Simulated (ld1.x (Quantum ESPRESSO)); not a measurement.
# BLYP TM dataset for titanium, scalar-relativistic all-electron reference.

Input for ld1.x (Quantum ESPRESSO) 7.5:

```
&input
   title='Ti', zed=22., rel=1, dft='BLYP', iswitch=3,
   config='[Ar] 3d2 4s2 4p0',
   nld=3, rlderiv=3.05, eminld=-5.0, emaxld=5.0, deld=0.02
 /
 &inputp
   pseudotype=2, tm=.true., lloc=2,
   nlcc=.true., rcore=0.80,
   file_pseudopw='Ti.UPF', file_wfcaegen='ae.wfc', file_wfcncgen='nc.wfc', file_beta='beta', file_chi='chi'
 /
3
4S  1  0   2.00   0.00  2.80  2.80  0.0
3P  2  1   6.00   0.00  1.50  1.50  0.0
3D  3  2   2.00   0.00  2.05  2.05  0.0
 &test
   configts(1)='3p6 3d2 4s2 4p0'
 /
```

Command:

```bash
ld1.x < Ti.in > Ti.out
```

Resulting log (shortened: banner, matrices, multipoles, cross overlaps and the repeated all-electron block are left out):

```
Program LD1 v.7.5
     --------------------------- All-electron run ----------------------------

     Ti
     scalar relativistic calculation

     atomic number is 22.00
     dft =BLYP   lsd =0 sic =0 latt =0  beta=0.20 tr2=1.0E-14
     Exchange-correlation= BLYP
                           (   1   3   1   3   0   0   0)
     mesh =1177 r(mesh) = 100.37945 a.u. xmin = -7.00 dx = 0.01250
     1 Ry =  13.60569312 eV, c = 137.03599908

     n l     nl                  e(Ry)          e(Ha)          e(eV)
     1 0     1S 1( 2.00)      -357.9966      -178.9983     -4870.7914
     2 0     2S 1( 2.00)       -39.4584       -19.7292      -536.8584
     2 1     2P 1( 6.00)       -32.6619       -16.3310      -444.3885
     3 0     3S 1( 2.00)        -4.5813        -2.2907       -62.3322
     3 1     3P 1( 6.00)        -2.8393        -1.4197       -38.6312
     3 2     3D 1( 2.00)        -0.3040        -0.1520        -4.1363
     4 0     4S 1( 2.00)        -0.3187        -0.1593        -4.3359
     4 1     4P 1( 0.00)        -0.0984        -0.0492        -1.3386

     final scf error:  7.4E-15 reached in  34 iterations

     Etot =   -1707.668570 Ry,    -853.834285 Ha,  -23234.014519 eV

     Ekin =    1722.147636 Ry,     861.073818 Ha,   23431.012244 eV
     Encl =   -4059.314964 Ry,   -2029.657482 Ha,  -55229.793687 eV
     Eh   =     713.886796 Ry,     356.943398 Ha,    9712.924669 eV
     Exc  =     -84.388038 Ry,     -42.194019 Ha,   -1148.157744 eV

     normalization and overlap integrals

     s(1S/1S) =  1.000000  <r> =   0.0696  <r2> =    0.0065  r(max) =   0.0455
     s(2S/2S) =  1.000000  <r> =   0.3251  <r2> =    0.1250  r(max) =   0.2682
     s(2P/2P) =  1.000000  <r> =   0.2899  <r2> =    0.1037  r(max) =   0.2196
     s(3S/3S) =  1.000000  <r> =   1.0071  <r2> =    1.1710  r(max) =   0.8685
     s(3P/3P) =  1.000000  <r> =   1.0866  <r2> =    1.3936  r(max) =   0.9016
     s(3D/3D) =  1.000000  <r> =   1.6179  <r2> =    3.5740  r(max) =   0.9719
     s(4S/4S) =  1.000000  <r> =   3.5081  <r2> =   14.2492  r(max) =   2.8834
     s(4P/4P) =  1.000000  <r> =   4.9894  <r2> =   29.6190  r(max) =   3.8438

     ------------------------ End of All-electron run ------------------------

     --------------------- Generating NC pseudopotential ---------------------

      Generating local pot.: lloc=2, matching radius rcloc =   2.0500

      Computing core charge for nlcc:

       r > 0.81 : true rho core
       r < 0.81 : rho core = a sin(br)/r    a=   4.11  b=   2.67

      Integrated core pseudo-charge :   2.59

      Wfc   4S  rcut= 2.812  Using Troullier-Martins method

      Wfc   3P  rcut= 1.505  Using Troullier-Martins method

     ------------------- End of pseudopotential generation -------------------

     Computing logarithmic derivative in   3.05026
     Computing logarithmic derivative in   3.05026
     Computing the partial wave expansion
     R is outside the sphere for l=    0 j= 0.00
     R is outside the sphere for l=    1 j= 0.00
       no projector for channel:   2

     ---------------------- Testing the pseudopotential ----------------------

     Ti
     scalar relativistic calculation

     atomic number is 22.00   valence charge is 10.00
     dft =BLYP   lsd =0 sic =0 latt =0  beta=0.20 tr2=1.0E-14
     mesh =1177 r(mesh) = 100.37945 xmin = -7.00 dx = 0.01250

     n l     nl             e AE (Ry)        e PS (Ry)    De AE-PS (Ry)
     2 1     3P   1( 6.00)       -2.83934       -2.83935        0.00001
     3 2     3D   1( 2.00)       -0.30401       -0.30401        0.00000
     1 0     4S   1( 2.00)       -0.31868       -0.31869        0.00000
     3 1     4P   1( 0.00)       -0.09839       -0.09107       -0.00731  !

     eps = 6.2E-15  iter = 31

     Etot =   -1707.668570 Ry,    -853.834285 Ha,  -23234.014519 eV
     Etotps =   -78.472738 Ry,     -39.236369 Ha,   -1067.675988 eV

     Ekin =      40.857068 Ry,      20.428534 Ha,     555.888726 eV
     Encl =    -178.390997 Ry,     -89.195498 Ha,   -2427.133161 eV
     Ehrt =      59.499996 Ry,      29.749998 Ha,     809.538691 eV
     Ecxc =     -15.179936 Ry,      -7.589968 Ha,    -206.533546 eV
     (Ecc =      -2.841107 Ry,      -1.420553 Ha,     -38.655224 eV)
     Epseu=      14.741131 Ry,       7.370565 Ha,     200.563302 eV

     ---------------------- End of pseudopotential test ----------------------
```

Note: ghost state, extra bound levels that the all-electron valence spectrum of the same l lacks: s at -107.3 eV. A true bound ghost makes a file unfit for plane-wave use.

Generation and configuration tests took about 1.4 s on one core of a shared server CPU.

Transferability test of the new file with ld1.x, input:

```
&input
   title='Ti', zed=22., rel=1, dft='BLYP', iswitch=2,
   config='[Ar] 3d2 4s2 4p0'
 /
 &test
   file_pseudo='Ti.UPF', nconf=8,
   configts(1)='3p6 3d2 4s2 4p0',
   configts(2)='3p6 3d2 4s1 4p0',
   configts(3)='3p6 3d2 4s0 4p0',
   configts(4)='3p6 3d1 4s0 4p0',
   configts(5)='3p5 3d2 4s2 4p0',
   configts(6)='3p6 3d2 4s0 4p1',
   configts(7)='3p6 3d2.5 4s1.5 4p0',
   configts(8)='3p6 3d2 4s1 4p1'
 /
```

```bash
ld1.x < Ti.test.in > Ti.test.out
```

Pseudopotential blocks of its output, shortened (energy terms left out; the distinct warnings before each block abridged to one line each):

```
     ---------------------- Testing the pseudopotential ----------------------

     n l     nl             e AE (Ry)        e PS (Ry)    De AE-PS (Ry)
     2 1     3P   1( 6.00)       -2.83934       -2.83935        0.00001
     3 2     3D   1( 2.00)       -0.30401       -0.30401        0.00000
     1 0     4S   1( 2.00)       -0.31868       -0.31869        0.00000
     3 1     4P   1( 0.00)       -0.09839       -0.09107       -0.00731  !

     eps = 6.5E-15  iter = 32

     Etot =   -1707.668570 Ry,    -853.834285 Ha,  -23234.014519 eV
     Etotps =   -78.472738 Ry,     -39.236369 Ha,   -1067.675994 eV

     ---------------------- End of pseudopotential test ----------------------

          ---------------------- Testing the pseudopotential ----------------------

     n l     nl             e AE (Ry)        e PS (Ry)    De AE-PS (Ry)
     2 1     3P   1( 6.00)       -3.37963       -3.37413       -0.00551  !
     3 2     3D   1( 2.00)       -0.83107       -0.82842       -0.00265
     1 0     4S   1( 1.00)       -0.76326       -0.76357        0.00031
     3 1     4P   1( 0.00)       -0.48582       -0.47143       -0.01439  !

     eps = 6.5E-15  iter = 21

     Etot =   -1707.132993 Ry,    -853.566497 Ha,  -23226.727628 eV
     Etotps =   -77.937020 Ry,     -38.968510 Ha,   -1060.387172 eV
     dEtot_ae =       0.535577 Ry
     dEtot_ps =       0.535719 Ry,   Delta E=      -0.000142 Ry

     ---------------------- End of pseudopotential test ----------------------

          ---------------------- Testing the pseudopotential ----------------------

     n l     nl             e AE (Ry)        e PS (Ry)    De AE-PS (Ry)
     2 1     3P   1( 6.00)       -4.01724       -4.00555       -0.01169  !
     3 2     3D   1( 2.00)       -1.44738       -1.44214       -0.00524  !
     1 0     4S   1( 0.00)       -1.26038       -1.26277        0.00239
     3 1     4P   1( 0.00)       -0.92930       -0.90708       -0.02223  !

     eps = 8.6E-15  iter = 16

     Etot =   -1706.124737 Ry,    -853.062369 Ha,  -23213.009606 eV
     Etotps =   -76.927624 Ry,     -38.463812 Ha,   -1046.653644 eV
     dEtot_ae =       1.543833 Ry
     dEtot_ps =       1.545114 Ry,   Delta E=      -0.001282 Ry

     ---------------------- End of pseudopotential test ----------------------

          Warning: n=1, l=0 expected 0 nodes, found 1
     ---------------------- Testing the pseudopotential ----------------------

     n l     nl             e AE (Ry)        e PS (Ry)    De AE-PS (Ry)
     2 1     3P   1( 6.00)       -5.20199       -5.19150       -0.01050  !
     3 2     3D   1( 1.00)       -2.54864       -2.53004       -0.01860  !
     1 0     4S   1( 0.00)       -1.97516       -2.14867        0.17350  !
     3 1     4P   1( 0.00)       -1.56900       -1.53141       -0.03759  !

     eps = 8.0E-15  iter = 13

     Etot =   -1704.144351 Ry,    -852.072175 Ha,  -23186.065073 eV
     Etotps =   -74.957050 Ry,     -37.478525 Ha,   -1019.842621 eV
     dEtot_ae =       3.524219 Ry
     dEtot_ps =       3.515688 Ry,   Delta E=       0.008531 Ry

     ---------------------- End of pseudopotential test ----------------------

          ---------------------- Testing the pseudopotential ----------------------

     n l     nl             e AE (Ry)        e PS (Ry)    De AE-PS (Ry)
     2 1     3P   1( 5.00)       -3.86673       -3.90271        0.03599  !
     3 2     3D   1( 2.00)       -1.23153       -1.23971        0.00818  !
     1 0     4S   1( 2.00)       -0.88315       -0.87587       -0.00729  !
     3 1     4P   1( 0.00)       -0.56717       -0.54822       -0.01894  !

     eps = 6.7E-15  iter = 31

     Etot =   -1704.336177 Ry,    -852.168088 Ha,  -23188.675001 eV
     Etotps =   -75.121335 Ry,     -37.560668 Ha,   -1022.077835 eV
     dEtot_ae =       3.332393 Ry
     dEtot_ps =       3.351403 Ry,   Delta E=      -0.019010 Ry

     ---------------------- End of pseudopotential test ----------------------

          ---------------------- Testing the pseudopotential ----------------------

     n l     nl             e AE (Ry)        e PS (Ry)    De AE-PS (Ry)
     2 1     3P   1( 6.00)       -3.46802       -3.46817        0.00015
     3 2     3D   1( 2.00)       -0.91226       -0.91829        0.00603  !
     1 0     4S   1( 0.00)       -0.81366       -0.82208        0.00842  !
     3 1     4P   1( 1.00)       -0.52800       -0.51825       -0.00975  !

     eps = 5.1E-15  iter = 20

     Etot =   -1706.851535 Ry,    -853.425767 Ha,  -23222.898187 eV
     Etotps =   -77.639179 Ry,     -38.819589 Ha,   -1056.334843 eV
     dEtot_ae =       0.817035 Ry
     dEtot_ps =       0.833559 Ry,   Delta E=      -0.016524 Ry

     ---------------------- End of pseudopotential test ----------------------

          ---------------------- Testing the pseudopotential ----------------------

     n l     nl             e AE (Ry)        e PS (Ry)    De AE-PS (Ry)
     2 1     3P   1( 6.00)       -2.70767       -2.70072       -0.00695  !
     3 2     3D   1( 2.50)       -0.20414       -0.20202       -0.00212
     1 0     4S   1( 1.50)       -0.28974       -0.29081        0.00107
     3 1     4P   1( 0.00)       -0.08485       -0.07873       -0.00612  !

     eps = 2.3E-15  iter = 33

     Etot =   -1707.642606 Ry,    -853.821303 Ha,  -23233.661262 eV
     Etotps =   -78.445897 Ry,     -39.222948 Ha,   -1067.310797 eV
     dEtot_ae =       0.025964 Ry
     dEtot_ps =       0.026842 Ry,   Delta E=      -0.000878 Ry

     ---------------------- End of pseudopotential test ----------------------

          ---------------------- Testing the pseudopotential ----------------------

     n l     nl             e AE (Ry)        e PS (Ry)    De AE-PS (Ry)
     2 1     3P   1( 6.00)       -2.93848       -2.94288        0.00440
     3 2     3D   1( 2.00)       -0.39603       -0.40306        0.00704  !
     1 0     4S   1( 1.00)       -0.37733       -0.38395        0.00662  !
     3 1     4P   1( 1.00)       -0.14173       -0.13725       -0.00447

     eps = 6.9E-15  iter = 21

     Etot =   -1707.440555 Ry,    -853.720278 Ha,  -23230.912222 eV
     Etotps =   -78.235539 Ry,     -39.117769 Ha,   -1064.448734 eV
     dEtot_ae =       0.228015 Ry
     dEtot_ps =       0.237199 Ry,   Delta E=      -0.009185 Ry

     ---------------------- End of pseudopotential test ----------------------
```
